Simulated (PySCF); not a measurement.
CF, SMILES [C]F (connectivity only; charge and spin as stated), charge +1, multiplicity 1. Atoms are numbered in the order given.

```xyz
2

C      0.0000     0.0000    -0.6918
F      0.0000     0.0000     0.4612
```
Charge +1, spin multiplicity 1.

Geometry: PBE0-D3(BJ)/def2-TZVPD.

Two levels are set side by side: PBE/pcSseg-2 (PySCF) and B3LYP/pcSseg-2 (PySCF). GIAO shifts against CFCl3 (¹⁹F), TMS (¹³C) at the same level; non-relativistic, no solvent, atoms listed together averaged. Differences are taken from unrounded values.

| quantity | B3LYP |
|---|---|
| δ(¹³C) of C1 (ppm) | 238.3 |
| δ(¹⁹F) of F2 (ppm) | 256.5 |

**Question.** What does PBE give, and how far is it from B3LYP? (Estimate from the structure and the level; the computed values follow.)

**Answer.** 
```csv
quantity,PBE,PBE minus B3LYP
δ(¹³C) of C1 (ppm),230.1,-8.2
δ(¹⁹F) of F2 (ppm),232.5,-24.0
```

Rough cost on one machine, each run with all the roots and properties that it gave: B3LYP against PBE within a factor of 2.
